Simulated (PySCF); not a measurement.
**Computed vibrations of DyF3(H2O)**

DyF3(H2O) (singlet in the valence; each metal's 4f electrons, 9 of them, lie in its core potential, out of spins and levels). PySCF 2.14.0, RKS PBE0, Dy lcecp-1-SVP with ECP55, F def2-SVP, O def2-SVP, H def2-SVP; non-relativistic Hamiltonian with scalar-relativistic core potentials where named; density fitting; no spin-orbit coupling. Central differences of gradients.

```xyz
7

Dy    0.0581   -0.0571    0.0571
F     1.0505    1.3798    1.0884
F    -1.3211   -1.1045    1.1045
F     1.0505   -1.0884   -1.3798
O    -1.3139    1.3404   -1.3404
H    -1.6484    2.2191   -1.1212
H    -1.6484    1.1212   -2.2191
```

Run from Python with OMP_NUM_THREADS=2. Where DIIS fails, smearing, a level shift and second-order steps follow.
It took 88 s on 2 threads of Arm Neoverse V1, with other jobs on the host.

Task: What are the harmonic wavenumbers and infrared intensities?

Result: Modes are labelled in Cs; negative numbers are unstable modes, those under 60 cm⁻¹ near the noise; a finer grid moves soft modes by up to 10 cm⁻¹.
| cm⁻¹ | km/mol | symmetry |
| --- | --- | --- |
| 15 | 3.3 | a'' |
| 44 | 23.6 | a' |
| 87 | 2.1 | a'' |
| 91 | 58.8 | a' |
| 121 | 11.2 | a' |
| 139 | 11.0 | a'' |
| 239 | 265.2 | a' |
| 304 | 12.7 | a' |
| 460 | 37.4 | a'' |
| 562 | 157.4 | a' |
| 563 | 188.4 | a'' |
| 571 | 25.8 | a' |
| 1619 | 91.6 | a' |
| 3853 | 128.5 | a' |
| 3946 | 201.2 | a'' |

Task: Is this a minimum?

Result: Yes, within the noise of the softest modes. Ideal gas at 298.15 K and 1 bar: S = 438.1 J/(mol K), Cp = 116.4 J/(mol K), H − H(0 K) = 26.6 kJ/mol (rigid rotor, harmonic modes, spin degeneracy alone, that of the 4f electrons in the core included; the modes under 60 cm⁻¹ make these uncertain).

An lcecp potential fixes the number of 4f electrons, so in runs with it no electron can move into or out of that shell.
